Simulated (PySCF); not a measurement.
Screening by computed properties: pick the candidate that meets the target.

Species are written as SMILES; each is one conformer at its optimised geometry, gas phase, non-relativistic unless stated; the electronic structure was computed with PySCF and density fitting.

The conformers computed, where there is a choice (atom-mapped SMILES and torsion angles):
- `[CH3:1][CH2:2][NH:3][N:4]([CH3:5])[SiH3:6]`: C1–C2–N3–N4 69°, C2–N3–N4–C5 99°
- `[N:1]#[C:2][SiH2:3][O:4][SiH2:5][O:6][SiH3:7]`: C2–Si3–O4–Si5 44°, Si3–O4–Si5–O6 -9°, O4–Si5–O6–Si7 -14°

The conformers of `NC(=O)C1SCCS1` aren't listed.

**Question.** Wanted: lowest singlet excitation below 4.8 eV (TDDFT PBE0/def2-SVPD) and static isotropic polarisability above 84 au (PBE0/def2-SVPD), at GFN2-xTB geometries. Which candidate meets both?
A. `CCNN(C)[SiH3]`
B. `[SiH3]O[SiH2]O[SiH2]C#N`
C. `[SiH3]N([SiH3])[SiH3]`
D. `NC(=O)C1SCCS1`

**Answer.** D. Computed values:
```
                species  lowest singlet excitation  static isotropic polarisability
          NC(=O)C1SCCS1                    4.69 eV                          95.4 au
          CCNN(C)[SiH3]                    4.98 eV                          82.4 au
  [SiH3]N([SiH3])[SiH3]                    5.86 eV                          85.5 au
[SiH3]O[SiH2]O[SiH2]C#N                    6.52 eV                          91.6 au
```

**Question.** Wanted: HOMO energy between -8 eV and -6.5 eV (PBE0/def2-SVPD) and electronic spatial extent ⟨r²⟩ about the centre of nuclear charge above 850 bohr² (PBE0/def2-SVPD), at GFN2-xTB geometries. Which candidate meets both?
A. `CCNN(C)[SiH3]`
B. `[SiH3]N([SiH3])[SiH3]`
C. `[SiH3]C1=CSC=P1`
D. `N#C[SiH2]O[SiH2]O[SiH3]`

**Answer.** C. Computed values:
| species | HOMO energy | electronic spatial extent ⟨r²⟩ about the centre of nuclear charge |
| --- | --- | --- |
| N#C[SiH2]O[SiH2]O[SiH3] | -8.66 eV | 1518 bohr² |
| [SiH3]N([SiH3])[SiH3] | -7.55 eV | 786 bohr² |
| [SiH3]C1=CSC=P1 | -7.07 eV | 1102 bohr² |
| CCNN(C)[SiH3] | -5.90 eV | 909 bohr² |

**Question.** Wanted: HOMO–LUMO gap above 7 eV (PBE0/def2-SVPD) and dipole moment above 0.3 D (PBE0/def2-SVPD), at GFN2-xTB geometries. Which candidate meets both?
A. `CCNN(C)[SiH3]`
B. `N#C[SiH2]O[SiH2]O[SiH3]`
C. `[SiH3]N([SiH3])[SiH3]`
D. `[SiH3]C1=CSC=P1`

**Answer.** B. Computed values:
```csv
species,HOMO–LUMO gap,dipole moment
[SiH3]C1=CSC=P1,5.59 eV,1.22 D
CCNN(C)[SiH3],6.27 eV,0.57 D
[SiH3]N([SiH3])[SiH3],7.21 eV,0.02 D
N#C[SiH2]O[SiH2]O[SiH3],7.55 eV,2.77 D
```
